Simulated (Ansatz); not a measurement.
ClH$_{5}$OSSi$_{2}$, SMILES `O[Si]([SiH3])(S)Cl`. Charge 0, multiplicity 1. The structure was optimised at the PBE0-D4/def2-TZVP level. It is one conformer, not always the lowest.

```xyz
10

O    -1.021   -0.099    1.736
Si    0.147    0.184    0.630
Si   -0.431   -0.938   -1.330
S     0.317    2.302    0.401
Cl    1.978   -0.528    1.272
H    -0.945    0.330    2.592
H    -0.498   -2.403   -1.091
H     0.615   -0.648   -2.346
H    -1.744   -0.443   -1.816
H     1.582    2.242   -0.047
```

(1) What is the dipole moment at B3LYP/def2-TZVPP? (An estimate is asked.)

(2) And with PBE, r2SCAN, ωB97M-V? (An estimate is asked.)

(3) Give the Mulliken charges with B3LYP, PBE, r2SCAN in def2-TZVPP. (Estimate.)

Answers

(1) The calculation gave: 0.47 D, with components (-0.03, 0.41, 0.22) D in this frame, pointing from negative to positive charge.

(2) Ansatz gave: PBE 0.49 D, r2SCAN 0.48 D, ωB97M-V 0.45 D.

(3) The calculation gave: 
```json
{"atom": "O1", "B3LYP": "-0.38", "PBE": "-0.34", "r2SCAN": "-0.40"}
{"atom": "Si2", "B3LYP": "0.58", "PBE": "0.49", "r2SCAN": "0.59"}
{"atom": "Si3", "B3LYP": "0.15", "PBE": "0.10", "r2SCAN": "0.17"}
{"atom": "S4", "B3LYP": "-0.26", "PBE": "-0.25", "r2SCAN": "-0.27"}
{"atom": "Cl5", "B3LYP": "-0.25", "PBE": "-0.22", "r2SCAN": "-0.25"}
{"atom": "H6", "B3LYP": "0.19", "PBE": "0.19", "r2SCAN": "0.21"}
{"atom": "H7", "B3LYP": "-0.05", "PBE": "-0.03", "r2SCAN": "-0.05"}
{"atom": "H8", "B3LYP": "-0.05", "PBE": "-0.04", "r2SCAN": "-0.06"}
{"atom": "H9", "B3LYP": "-0.05", "PBE": "-0.04", "r2SCAN": "-0.05"}
{"atom": "H10", "B3LYP": "0.12", "PBE": "0.13", "r2SCAN": "0.12"}
```

B3LYP here is the variant with VWN-RPA as its local correlation; programs differ in this.
